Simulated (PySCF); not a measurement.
## Ir2N2 at several levels of theory

Computed with PySCF 2.14.0 (density fitting, no spin-orbit coupling) at the geometry relaxed with PBE0:

```xyz
4
Ir2N2 (triplet)
Ir   -0.1047    0.0000    1.4072
Ir   -0.1047    0.0000   -1.4072
N     1.0244    0.0000    0.0000
N    -1.2788    0.0000    0.0000
```

```json
{"level": "PBE0", "basis": "Ir def2-SVP with ECP60, N def2-SVP", "state": "triplet", "HOMO (eV)": "-5.54", "gap (eV)": "2.20", "charge on Ir1 (e)": "0.33", "dipole about the centre of mass (D)": "0.10", "largest force component (eV/Å)": "0.02"}
{"level": "PBE", "basis": "the same", "state": "triplet", "HOMO (eV)": "-4.49", "gap (eV)": "0.02", "charge on Ir1 (e)": "0.27", "dipole about the centre of mass (D)": "0.12", "largest force component (eV/Å)": "1.19"}
{"level": "PBE0", "basis": "Ir def2-TZVP with ECP60, N def2-TZVP", "state": "triplet", "HOMO (eV)": "-5.23", "gap (eV)": "0.91", "charge on Ir1 (e)": "0.41", "dipole about the centre of mass (D)": "0.16", "largest force component (eV/Å)": "2.67"}
{"level": "PBE0", "basis": "Ir x2c-SVPall, N x2c-SVPall", "state": "triplet", "HOMO (eV)": "-5.28", "gap (eV)": "0.86", "charge on Ir1 (e)": "0.30", "dipole about the centre of mass (D)": "0.15", "largest force component (eV/Å)": "2.62"}
```

HOMO and gap are taken over both spins. Charges are Mulliken's, which hang on the basis. The relaxation used the grid (50, 194), these runs (75, 302) or, all-electron (x2c bases, spin-free X2C Hamiltonian), (99, 590).

**Question.** A further run in the first row's basis gives HOMO (eV) -4.46, gap (eV) 0.16, charge on Ir1 (e) 0.32, dipole about the centre of mass (D) 0.11, largest force component (eV/Å) 1.28. Which level was it?
A. M06-L
B. CAM-B3LYP
C. TPSS

**Answer.** C. The others give HOMO -4.26 eV (M06-L); -6.76 eV (CAM-B3LYP).

No frequency check is given that shows the relaxed geometry to be a minimum. Open shells may have lower solutions than the one found.

A gap near or under zero over both spins lies within a partly filled shell and is no excitation energy.
